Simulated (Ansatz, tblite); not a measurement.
Removing and adding an electron: BCOF3 (relaxed from a model of B(CO)F3, whose bonding it doesn't keep). Total charge 0; singlet. Geometry: r2SCAN-D4/def2-SVP. Ansatz, gas phase; energy differences of separate SCF runs; the oxidised species was run as a doublet alone; the reduced species was run as a doublet alone.

Cartesian coordinates in Å:
```
B -0.2786 1.0096 -0.0981
C 0.4255 -1.5424 0.1497
O 0.7251 -2.6271 0.2551
F -0.9652 0.7608 -1.1945
F 0.9781 1.3971 -0.1836
F -0.8849 1.0020 1.0714
```

The xTB rows come from tblite. HOMO above LUMO, or a gap near zero within one spin, warns that the state may not be the lowest or that an electron is smeared out. In the singlet geometry the species has come apart into loosely held pieces. In the doublet geometry the species has come apart into loosely held pieces.

```tsv
level	−HOMO (eV)	vertical IE (eV)	−LUMO (eV)	vertical EA (eV)	HOMO–LUMO gap (eV)	IE − EA (eV)	remarks
GFN1-xTB	13.52	18.30	8.17	3.44	5.36	14.85	–
GFN2-xTB	13.49	17.58	8.38	3.52	5.11	14.06	–
PBE-D4/def2-TZVP	9.63	13.13	2.51	–	7.12	–	gap within one spin near zero (+1 doublet)
PBE-D4/def2-TZVPD	9.66	–	2.55	-0.52	7.11	–	HOMO above zero (-1 doublet), gap within one spin near zero (-1 doublet)
r2SCAN-D4/def2-TZVP	10.11	13.53	2.26	–	7.85	–	gap within one spin near zero (+1 doublet)
r2SCAN-D4/def2-TZVPD	10.12	–	2.29	-0.66	7.83	–	HOMO above zero (-1 doublet), gap within one spin near zero (-1 doublet)
PBE0-D4/def2-TZVP	11.40	14.06	1.26	–	10.13	–	–
PBE0-D4/def2-TZVPD	11.41	–	1.31	-0.75	10.10	–	HOMO above zero (-1 doublet)
```

   A HOMO above zero means that the electron is unbound at that level or that self-interaction error raises the level; the energy of removing that electron tells which. Raw xTB energy differences between charge states are shifted by several eV; the methods need an empirical correction for them. A negative affinity means that the extra electron isn't bound; its size then hangs on the basis.
